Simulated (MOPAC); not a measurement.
System: C$_{3}$H$_{7}$Ge, net charge 0, doublet state. SMILES: C=C[CH][GeH3]

Atoms: C1, C2, C3, Ge4, H5, H6, H7, H8, H9, H10, H11. Bonds: C1-C2, C1-H5, C1-H6, C2-C3, C2-H7, C3-Ge4, C3-H8, Ge4-H9, Ge4-H10, Ge4-H11.

Bond lengths (Å) and angles (degrees) optimised at AM1 with MOPAC; PM6 with MOPAC; PM7 with MOPAC; MNDO with MOPAC, each started from the B3LYP-D3(BJ)/def2-TZVP structure (Ansatz) of the last column. A row stands for all coordinates that are equal there; 11 of 22 kinds are shown. No wavenumbers were computed at MNDO, so these may be saddle points.

```csv
coordinate,AM1,PM6,PM7,MNDO,B3LYP-D3(BJ)/def2-TZVP
C1-C2,1.383,1.383,1.381,1.397,1.376
C1-H5,1.094,1.077,1.075,1.086,1.081
C1-H6,1.096,1.075,1.074,1.086,1.083
C2-C3,1.378,1.385,1.376,1.401,1.389
C2-H7,1.108,1.101,1.099,1.098,1.088
C3-Ge4,1.947,1.915,1.898,1.892,1.946
C3-H8,1.092,1.087,1.078,1.096,1.084
Ge4-H9,1.543,1.525,1.518,1.484,1.538
C1-C2-C3,124.9,126.7,124.8,127.4,126.0
C2-C3-Ge4,124.4,125.1,123.2,131.3,125.4
C2-C1-H5,121.3,121.6,122.2,121.4,121.3
```

Mean signed difference of all 10 bond lengths from B3LYP-D3(BJ)/def2-TZVP: AM1 0.006 Å, PM6 -0.007 Å, PM7 -0.013 Å, MNDO -0.016 Å.
